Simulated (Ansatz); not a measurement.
The cluster In₂As⁺. The state is a triplet with charge 1. Geometry PBE-D4/def2-TZVP, that of the neutral doublet; atoms count from 1.

```xyz
3

In    1.524    1.638   -0.485
In   -0.851   -2.123   -0.089
As   -0.673    0.485    0.574
```

In the def2 sets In takes a core potential; there is no spin–orbit coupling. The structure comes from a short search, and lower isomers may exist.

(1) Estimate the Mulliken populations from the PBE0/def2-TZVP orbitals of Ansatz.

(2) Where does the spin sit?

(3) And the Mayer bond orders between heavy atoms (over 0.3)?

Results:

(1) 
```tsv
atom	charge (e)	spin (α − β)
In1	0.61	0.13
In2	0.61	0.13
As3	-0.21	1.75
```
Mulliken values depend strongly on the basis.

(2) Summed by element: In 0.25, As 1.75, of 2 unpaired in all. Largest on single atoms: As3 1.75, In1 0.13, In2 0.13.

(3) In1–As3 0.77 (2.70 Å); In2–As3 0.77 (2.70 Å).
